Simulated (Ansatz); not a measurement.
The cluster Tl4H5, relaxed as a doublet with UKS PBE-D4/def2-SVP in Ansatz, starting from the GFN1-xTB geometry. Force threshold 0.02 eV/Å.

In the def2 sets Tl takes a core potential; there is no spin–orbit coupling. The relaxation made no stability test and no search for a lower SCF solution. Another isomer (doublet) lies 0.23 eV lower at PBE0-D4/def2-TZVP; other spin states weren't run for this one.

Start:

```xyz
9

Tl   -2.2740   -0.6912    1.7495
Tl    0.9300   -1.9645   -2.0073
Tl    1.7703    0.2469    1.4378
Tl   -0.7402    1.7846   -1.2430
H    -0.1172   -0.4881    2.1758
H    -0.1312   -0.0388   -2.2248
H     1.8060   -1.2617   -0.1087
H    -2.0948    0.7110    0.0469
H     0.8511    1.7017    0.1739
```

(1) Estimate the energy that the relaxation releases and the steps that it takes.

(2) Does the start keep its bonding and symmetry?

(3) Predict the relaxed structure.

## Answers

(1) 6.2 kcal/mol, in 7 steps; 18 s on 4 threads of Arm Neoverse V1 on a shared host. No frequencies were taken in this run, so the end may be a saddle point.

(2) By distances, no bond broke or formed. The bond that changes most is Tl3–H7, from 2.16 to 2.07 Å (atoms count from 1). Point group Cs at the start, C2v at the end, both within 0.05 Å; within 0.015 Å the end is Cs.

(3) 
```xyz
9

Tl   -2.1804   -0.6244    1.6873
Tl    0.9397   -1.8419   -1.9407
Tl    1.6540    0.2218    1.3483
Tl   -0.6973    1.6628   -1.1624
H    -0.1039   -0.5213    2.1568
H    -0.1953   -0.0565   -2.2057
H     1.7969   -1.2831   -0.0708
H    -2.1020    0.7003    0.0196
H     0.8883    1.7423    0.1677
```
Bond lengths (bridged metal pairs left out): 6 × H–Tl 2.07 Å.
